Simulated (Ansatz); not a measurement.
Born–Oppenheimer molecular dynamics of C2H9AlClN (14 atoms, charge 0, multiplicity 1). It starts from a rough guess of a transition structure, not a stationary point.

Level of theory: UKS PBE-D4/STO-3G in Ansatz 0.2.0.

```json
{"ensemble": "NVE (velocity Verlet)", "time step": "0.5 fs", "steps asked": "150", "starting velocities drawn for": "300 K", "seed": "452343"}
```

First frame:

```xyz
14
Properties=species:S:1:pos:R:3
Al 0.437 -0.322 0.070
Cl 1.930 1.778 0.427
C 0.279 -0.752 -1.853
N 0.633 -1.336 1.511
H 0.197 1.471 0.508
C -1.177 1.246 0.517
H 1.153 -1.314 -2.195
H 0.237 0.156 -2.459
H -0.596 -1.354 -2.111
H 0.440 -2.323 1.615
H 1.141 -1.026 2.330
H -1.596 0.259 0.741
H -1.590 1.607 -0.419
H -1.486 1.911 1.318
```

Task: How far do the bonds stretch over the last three quarters of this one trajectory? (Pairs bonded in most of those frames.)

Result: 
```csv
bond,mean (Å),spread (Å),shortest,longest
Al1–Cl2,2.149,0.183,1.86,2.42
Al1–C3,1.913,0.069,1.82,2.09
Al1–N4,1.755,0.052,1.65,1.83
C3–H7,1.105,0.019,1.08,1.13
C3–H8,1.103,0.006,1.09,1.12
C3–H9,1.105,0.006,1.09,1.12
N4–H10,1.054,0.032,1.00,1.11
N4–H11,1.050,0.020,1.02,1.09
H5–C6,1.118,0.079,0.98,1.27
C6–H12,1.116,0.065,1.01,1.22
C6–H13,1.105,0.034,1.04,1.18
C6–H14,1.107,0.039,1.02,1.19
```

Mean temperature of the second half: 1101 K. The conserved energy stayed within 0.61 meV per atom of its start (net change -0.098 meV per atom), so the integration is sound. The kinetic energy rose, since the run started high on the potential surface and went downhill. It ends in pieces (CH4 + CH5AlClN), so much of that is their flight and rotation, not heat. A run of 0.075 ps of so small a system gives no equilibrium averages. The orbitals were unrestricted but ended closed-shell. Limits of this set-up: minimal basis.

Run time: 11 min on 1 thread of Arm Neoverse V2, with other jobs on the host, peak memory 0.12 GiB.
